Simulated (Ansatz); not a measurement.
Ideal-gas functions of `Cl[SiH]1C[Te]1` at 500 K and 1 bar, from an Ansatz frequency run at PBE0-D4/def2-TZVP.

Molar mass 206.17 g/mol, point group C1 (symmetry number 1), electronic degeneracy 1, moments of inertia 78.84, 487.016, 524.561 u Å². Harmonic wavenumbers (cm⁻¹, unscaled): 126, 199, 355, 421, 545, 597, 724, 761, 802, 865, 934, 1390, 2276, 3141, 3233.

Use S(trans) = R[1.5 ln M + 2.5 ln T − 1.1517]; rotational temperatures θ = 24.2544 K / I; S(rot) = R[ln(√π/σ · √(T³/θAθBθC)) + 1.5]; for each mode x = 1.438777 ν̃/T, S = R[x/(eˣ − 1) − ln(1 − e⁻ˣ)] and H = RT x/(eˣ − 1); 1 cm⁻¹ = 0.0119627 kJ/mol; R = 8.31446 J/(mol·K).

Problem. By hand: the entropy, in J/(mol·K).

Solution. Translation 186.1. Rotation: θ = 0.3076, 0.0498, 0.0462 K, giving 124.9. Vibration, mode by mode: 16.80, 13.06, 8.49, 7.21, 5.38, 4.77, 3.57, 3.28, 2.99, 2.59, 2.22, 0.77, 0.09, 0.01, 0.01, in all 71.2. Electronic 0.0. Sum 382.2 J/(mol·K).

Problem. By hand: H − E and G − E in kJ/mol, counted from the electronic energy.

Solution. Zero-point energy ½ × 16369 × 0.0119627 = 97.9; thermal vibration 19.9; translation, rotation and pV give 4 RT = 16.6. H − E = 134.4 kJ/mol, and G − E = 134.4 − 500 × 382.2/1000 = -56.7 kJ/mol.

Vibration gives 19 % of the entropy, 16.8 J/(mol·K) of it from the mode under 150 cm⁻¹: soft modes count most, and the harmonic formula is weakest for them. The sum counts one conformer and one mirror image; others add a mixing term.
